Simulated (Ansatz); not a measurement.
Calculated with Ansatz (gas phase, PBE0-D4/def2-TZVP geometries, no zero-point term in ΔE). CBS: MP2 limit from def2 TZ/QZ plus the TZ coupled-cluster correction, frozen cores. This one scheme is used for every species. DFT in def2-TZVPP. def2 core potentials past Kr. For Sn outer-core shells are correlated without core-valence functions, which leaves a few kJ/mol of doubt a bond. One conformer a species, not always the lowest.

`CO[SiH2][SnH3]` + `C=N` → `C=[N][SnH3]` + `CO[SiH3]`  (cleavage of the Sn–Si bond)

`CO[SiH2][SnH3]`:

Cartesian coordinates in Å:
```
C 1.986 0.232 0.360
O 1.184 -0.913 0.523
Si -0.180 -1.179 -0.359
Sn -1.943 0.665 -0.001
H 2.377 0.307 -0.661
H 1.431 1.150 0.587
H 2.829 0.159 1.050
H -0.704 -2.494 0.085
H 0.143 -1.245 -1.815
H -1.369 2.201 -0.488
H -2.409 0.788 1.639
H -3.344 0.330 -0.921
```

`C=N`:

Z-matrix (Å, degrees):
```
C
N 1 1.261
H 1 1.096 2 124.9
H 1 1.092 2 118.8 3 -180.0
H 2 1.021 1 111.0 3 -0.0
```

`C=[N][SnH3]`:

```xyz
8

C    -1.356    0.867   -0.224
N    -0.993   -0.335   -0.138
Sn    0.995   -0.760    0.167
H    -2.417    1.101   -0.387
H    -0.695    1.748   -0.149
H     1.100   -1.633    1.626
H     1.855    0.721    0.255
H     1.511   -1.708   -1.150
```

`CO[SiH3]`:

Z-matrix (Å, degrees):
```
C
O 1 1.408
H 1 1.091 2 108.3
H 1 1.096 2 111.5 3 119.2
H 1 1.096 2 111.5 3 -119.2
Si 2 1.642 1 122.4 3 -179.7
H 6 1.481 2 106.5 1 179.8
H 6 1.490 2 110.9 1 59.7
H 6 1.490 2 110.9 1 -60.1
```

```
             level  ΔE (eV)
         r2SCAN-D4     0.34
           PBE0-D4     0.43
           ωB97X-V     0.31
               PBE     0.40
            r2SCAN     0.34
    MP2/def2-TZVPP     0.24
   CCSD/def2-TZVPP     0.30
CCSD(T)/def2-TZVPP     0.29
```

**Question.** What does CCSD(T)/CBS give? (Best estimate.)

**Answer.** The calculation gave: +0.31 eV. The listed levels differ from it by 0.03, 0.12, 0.00, 0.09, 0.03, -0.07, -0.01, -0.02 eV.

Largest T1 diagnostic among the species: 0.014.

In def2-TZVPP, CCSD(T) changes the Hartree–Fock value by +0.10 eV (the triples alone add −0.01 eV) and MP2 by +0.05 eV.
